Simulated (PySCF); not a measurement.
## Polarisability and C₆ of W (tungsten, neutral)

[Xe] 4f14 5d4 6s2, high-spin 5D determinant. Calculation: PySCF 2.14, in aug-cc-pVTZ-PP with one added diffuse shell each of s, p, d, f, g type with ECP60MDF (7s7p6d4f3g, 113 functions); a scalar-relativistic core potential. Coupled (time-dependent) response in atomic units; α is the mean over directions.

```
method  mean α (bohr³)         α xx, yy, zz  C₆ (like pair)  S(−4)
  BP86           71.03  72.90, 72.90, 67.30           869.2   1935
```

S(−4) is the Cauchy moment in α(ω) = α(0) + S(−4) ω² + …

Reference α: 68 ± 15 bohr³ (recommended; Schwerdtfeger and Nagle, table of static dipole polarizabilities (2023 update)). Published C₆: 757.0 (Gould and Bucko (2016)).

Spin-orbit coupling is absent.

α(iu) at BP86:

```json
{"u (hartree)": "0", "α(iu) (bohr³)": "71.03"}
{"u (hartree)": "0.0500", "α(iu) (bohr³)": "66.62"}
{"u (hartree)": "0.100", "α(iu) (bohr³)": "56.85"}
{"u (hartree)": "0.200", "α(iu) (bohr³)": "38.09"}
{"u (hartree)": "0.300", "α(iu) (bohr³)": "26.35"}
{"u (hartree)": "0.500", "α(iu) (bohr³)": "15.01"}
{"u (hartree)": "0.750", "α(iu) (bohr³)": "9.165"}
{"u (hartree)": "1.00", "α(iu) (bohr³)": "6.343"}
{"u (hartree)": "1.50", "α(iu) (bohr³)": "3.667"}
{"u (hartree)": "2.00", "α(iu) (bohr³)": "2.417"}
{"u (hartree)": "3.00", "α(iu) (bohr³)": "1.277"}
{"u (hartree)": "5.00", "α(iu) (bohr³)": "0.5268"}
```

A single London oscillator, α(iu) = α/(1 + u²/ω²), gives C₆ = (3/4) ω α². Matching the computed C₆ needs ω = 4 × 869.2 / (3 × 71.03²) = 0.230 hartree.

The components differ because the open shell of this determinant is not spherical; for a pure term their mean is the scalar polarisability.

Energies and moments cover only the electrons outside the core potential. Spin-orbit coupling, absent here, splits the open shell strongly.
